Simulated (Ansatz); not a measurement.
`C=C1BCC1Cl` at its PBE0-D4/def2-TZVP geometry, where that method's forces vanish. Charge 0, multiplicity 1.

```xyz
12

C     0.7547   -1.8260   -0.0935
C     0.1251   -0.6662   -0.2513
B    -1.3298   -0.1226   -0.2407
C    -0.7727    1.2787    0.2360
C     0.6250    0.7573   -0.1476
Cl    1.9845    1.0811    0.9683
H     0.2115   -2.7645   -0.1285
H     1.8216   -1.8746    0.1095
H    -2.4064   -0.5663   -0.4963
H    -1.0920    2.2403   -0.1674
H    -0.8680    1.3211    1.3288
H     0.9465    1.1417   -1.1173
```

(1) What forces (eV/Å) does ωB97M-V/def2-TZVPP give on these atoms in Ansatz? (An estimate is asked.)

Results:

(1) The calculation gave: 
```
C1  -0.013  0.030  0.019
C2   0.071 -0.262  0.005
B3  -0.260 -0.101 -0.033
C4  -0.114  0.185  0.075
C5   0.170  0.146 -0.193
Cl6  0.044 -0.007  0.079
H7   0.038  0.082  0.000
H8  -0.080  0.016 -0.028
H9   0.146  0.062  0.031
H10  0.026 -0.088  0.022
H11  0.021 -0.020 -0.066
H12 -0.050 -0.043  0.089
```
